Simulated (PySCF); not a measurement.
A GIAO shielding run with PySCF 2.14.0 with density-fitted response routines (density fitting, non-relativistic, gas phase) on SMILES O=C([SiH3])O[Si@H]([SiH3])CCl, C2H9ClO2Si3:

```
$ OMP_NUM_THREADS=1 python probes_run.py task.json out

{"job": {"kind": "nmr", "xc": "PBE0", "basis": "pcSseg-1"}, "charge": 0, "multiplicity": 1}
O      1.334436     1.258626     0.038214
C      1.430809     0.055898    -0.063843
Si     3.012092    -0.933385     0.385966
O      0.437064    -0.700878    -0.488327
Si    -1.109010    -0.113388    -0.818800
Si    -1.131288     2.138369    -0.309565
C     -2.163865    -1.259398     0.301730
Cl    -1.897514    -0.812800     2.010969
H      2.730751    -2.337228     0.101035
H      3.283425    -0.698192     1.801910
H      4.101428    -0.413807    -0.438117
H     -1.258820    -0.663337    -2.173647
H     -2.525968     2.597529    -0.493534
H     -0.786714     2.450331     1.075191
H     -0.335500     2.905062    -1.264443
H     -3.227661    -1.149962     0.111708
H     -1.900666    -2.311411     0.213643
```

Hardware: 1 thread of an Arm Neoverse V2, shared host. The job also computes population analyses, field gradients.

**Question.** How large is the calculation?

**Answer.** 96 electrons, 209 basis functions and 1182 auxiliary functions.

**Question.** How long does it take, and how much memory does it need?

**Answer.** 37 s of wall time, with 14 SCF cycles and 5 response iterations; peak memory 0.87 GiB. Times on a shared host scatter by some tens of per cent.
